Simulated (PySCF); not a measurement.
# Stretching RuCl⁺

Set-up: PySCF, scalar-relativistic core potentials, basis sets Ru def2-TZVPPD with ECP28, Cl def2-TZVPPD. Energies in eV from Ru⁺ (4d7) + Cl in their ground configurations at the same level. State: ⁵Δ (quintet), unpaired electrons σ ↑, π ↑↑, δ ↑.

All columns are BLYP. A positive dipole points towards Cl; it is taken about the centre of mass and depends on that origin.

| R (Å) | E (eV) | μ (D) | Mulliken charge on Ru (basis-dependent) | HOMO (eV) | LUMO (eV) | Mayer bond order | ⟨S²⟩ |
| --- | --- | --- | --- | --- | --- | --- | --- |
| 1.841 | -1.854 | -1.64 | 0.93 | -12.15 | -11.25 | 1.97 | 6.00 |
| 1.927 | -2.666 | -1.92 | 0.89 | -12.14 | -11.23 | 1.90 | 6.00 |
| 2.013 | -3.129 | -2.20 | 0.88 | -12.16 | -11.23 | 1.83 | 6.00 |
| 2.077 | -3.310 | -2.41 | 0.87 | -12.18 | -11.30 | 1.79 | 6.00 |
| 2.141 | -3.384 | -2.60 | 0.88 | -12.20 | -11.38 | 1.75 | 6.00 |
| 2.205 | -3.379 | -2.79 | 0.89 | -12.23 | -11.46 | 1.71 | 6.00 |
| 2.291 | -3.282 | -3.02 | 0.90 | -12.27 | -11.55 | 1.67 | 6.00 |
| 2.398 | -3.066 | -3.28 | 0.92 | -12.32 | -11.64 | 1.63 | 6.01 |
| 2.526 | -2.732 | -3.53 | 0.95 | -12.36 | -11.74 | 1.58 | 6.01 |
| 2.698 | -2.244 | -3.81 | 0.98 | -12.38 | -11.81 | 1.53 | 6.01 |

A fit through these points gives, at Re = 2.168 Å, μ = -2.68 D and dμ/dR = -2.92 D/Å; the reduced mass is 26.03 u.

Q: How strong is the fundamental in the double-harmonic approximation, I = 42.26·(dμ/dR)²/μred km/mol?

A: I = 42.26·(-2.92)²/26.03 = 13.8 km/mol at BLYP.

The metal atom is held in its measured ground configuration; semilocal functionals can put another filling of s and d lower by some tenths of an eV, and De to that atom would be smaller. These are scalar-relativistic numbers at best; spin–orbit coupling would shift them, the dissociation energy most. For an ion De counts to the pair picked by the measured ionisation energies or electron affinities, which need not be the lowest pair at this level. The state is the lowest single determinant that the PBE0 search found; with open d or f shells the true ground state can be another one.
